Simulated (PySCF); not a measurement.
A structure optimised at ωB97X-D3(BJ)/def2-SVP, used in a PySCF frequency run:

```
B
O 1 1.3879
C 2 1.3841 1 106.62
N 3 1.2628 2 119.01 1 -0.11
H 3 1.0950 4 126.02 2 179.96
C 4 1.4753 3 106.37 5 179.94
H 6 1.1044 4 109.97 3 122.52
H 6 1.1046 7 105.28 4 -118.33
C 1 1.5651 2 122.29 3 -178.73
H 9 1.1000 1 112.63 2 -13.20
H 9 1.1020 10 109.27 1 124.64
H 9 1.1047 10 107.94 11 115.09
```
Charge 0, spin multiplicity 1.

Write its SMILES and formula.

CB1CN=CO1, C3H6BNO

What are its rotational constants (standard atomic weights)?

8.1318, 3.1769, 2.3508 GHz
